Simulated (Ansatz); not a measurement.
`[AlH2][NH][SiH2]Br`, relaxed with RKS PBE-D4/def2-SVP in the Gaussian-basis code of Ansatz from a rough embedded geometry. The force threshold is 0.03 eV/Å; the program also tests the step.

Total charge 0; spin multiplicity 1.

Start:

```xyz
9

Al    1.407   -0.285    0.898
N    -0.299    0.409    0.803
Si   -0.970   -0.088   -0.794
Br   -3.115    0.789   -0.906
H     1.681   -1.905    0.846
H     2.735    0.670    1.005
H    -0.222    1.457    0.817
H    -0.170    0.448   -1.825
H    -1.047   -1.496   -0.845
```

| step | energy (eV) | largest force (eV/Å) | largest move (Å) |
| --- | --- | --- | --- |
| 1 | -86059.5422 | 3.259 | 0.000 |
| 2 | -86059.9308 | 0.735 | 0.197 |
| 3 | -86060.0386 | 0.461 | 0.156 |
| 4 | -86060.1308 | 0.262 | 0.200 |
| 5 | -86060.1982 | 0.293 | 0.193 |
| 6 | -86060.2562 | 0.101 | 0.200 |
| 7 | -86060.2702 | 0.365 | 0.193 |
| 8 | -86060.2817 | 0.176 | 0.200 |
| 9 | -86060.2860 | 0.299 | 0.196 |
| 10 | -86060.3033 | 0.059 | 0.068 |
| 11 | -86060.3042 | 0.050 | 0.038 |
| 12 | -86060.3047 | 0.040 | 0.032 |
| 13 | -86060.3048 | 0.027 | 0.030 |

End:

```xyz
9

Al    1.421   -0.329    1.133
N     0.291    0.597    0.061
Si   -0.982   -0.008   -0.959
Br   -3.028    0.287   -0.046
H     1.330   -1.919    1.086
H     2.431    0.524    2.023
H     0.341    1.623    0.108
H    -1.023    0.709   -2.277
H    -0.781   -1.484   -1.128
```

Hardware: 4 threads of a server CPU on a shared host. Wall time 14 s, peak host memory 0.18 GiB.
